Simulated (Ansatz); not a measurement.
Stepwise reaction of `C[CH2][Ge][CH2]C` with hydrogen chloride, as a gas-phase model of exchange steps in deposition or etching. ΔE in kJ/mol; ΔG adds harmonic PBE0-D4 terms to CCSD(T)/CBS, at 1 bar.

Calculated with Ansatz (gas phase, PBE0-D4/def2-TZVP geometries, no zero-point term in ΔE). CCSD(T)/CBS adds triple-zeta CCSD(T) − MP2 to the extrapolated MP2 energy (def2 sets, frozen cores). This one scheme is used for every species. DFT in def2-TZVPP. B3LYP here is the variant with VWN-RPA as its local correlation; programs differ in this. For Ge outer-core shells are correlated without core-valence functions, which leaves a few kJ/mol of doubt a bond. Scalar relativity is left out up to krypton. Each species was taken in one conformer, which may not be the lowest.

```csv
step,reaction,PBE-D4,B3LYP-D4,ωB97M-V,CCSD(T)/CBS,ΔG(500 K)
1,`C[CH2][Ge][CH2]C` + HCl → `C[CH2][Ge][Cl]` + `CC`,-161.6,-165.8,-160.3,-152.5,-147.1
2,`C[CH2][Ge][Cl]` + HCl → `[Cl][Ge][Cl]` + `CC`,-151.3,-154.8,-148.2,-140.8,-125.5
```

By hand: ΔE of the 2 steps together at CCSD(T)/CBS.

(-152.5) + (-140.8) = -293.3 kJ/mol, or -146.7 kJ/mol a step.

In ΔE each step is higher than the one before. All are downhill at CCSD(T)/CBS. ΔG lies between -147.1 and -125.5 kJ/mol a step. PBE-D4 differs from CCSD(T)/CBS by -10.5 to -9.1 kJ/mol a step. Isolated molecules leave out the surface, adducts and barriers. Largest T1 diagnostic: 0.013.
